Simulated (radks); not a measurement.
Rb XVIII, 20 electrons, occupied as [Ar] 3d1 4d1 (not the ground configuration). All-electron calculation, scalar-relativistic Kohn-Sham, PW91, spin-polarised, spherical densities, finite nucleus; open shells are filled with parallel spins first (spin-orbit coupling, left out, can overturn this in heavy ions); Fermi nuclear charge, rms radius 4.2036 fm. Program: a radial shooting solver on a logarithmic mesh with Libxc functionals.

X-ray form factor f0, the Fourier transform of the density (f0(0) = 20):

| sin(theta)/lambda (1/angstrom) | f0 (electrons) |
|---|---|
| 0.05 | 19.937 |
| 0.1 | 19.751 |
| 0.15 | 19.450 |
| 0.2 | 19.047 |
| 0.25 | 18.558 |
| 0.3 | 18.001 |
| 0.4 | 16.751 |
| 0.5 | 15.421 |
| 0.6 | 14.100 |
| 0.8 | 11.675 |
| 1 | 9.686 |
| 1.25 | 7.879 |
| 1.5 | 6.712 |
| 2 | 5.352 |
